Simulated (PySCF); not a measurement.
[Ti(Br)4], neutral singlet in the gas phase. 

Cartesian coordinates (Å):
```xyz
5

Ti     0.0000     0.0000     0.0000
Br     1.0521     0.4573     2.0255
Br    -1.1402     1.8946    -0.7273
Br     1.5955    -0.6014    -1.5847
Br    -1.5074    -1.7505     0.2865
```
Charge 0, multiplicity 1.

All levels are single points at this geometry (PBE-D3(BJ)/def2-SVP); Pople sets use spherical d functions. Orbital energies aren't observables, and empty levels follow the basis.

BP86/6-31G* (LANL2DZ on Ti) in PySCF gives gap (eV) = 2.87.

Q: Estimate the gap (eV) from each of these levels: TPSSh-D3(BJ)/def2-TZVP in PySCF; B3LYP/3-21G in PySCF; B3LYP/6-31G* (LANL2DZ on Ti) in PySCF; B3LYP/LANL2DZ in PySCF; PBE/6-31G* (LANL2DZ on Ti) in PySCF.

A: 
```csv
level,gap (eV)
TPSSh-D3(BJ)/def2-TZVP in PySCF,3.88
B3LYP/3-21G in PySCF,4.56
B3LYP/6-31G* (LANL2DZ on Ti) in PySCF,4.30
B3LYP/LANL2DZ in PySCF,4.25
PBE/6-31G* (LANL2DZ on Ti) in PySCF,2.87
```
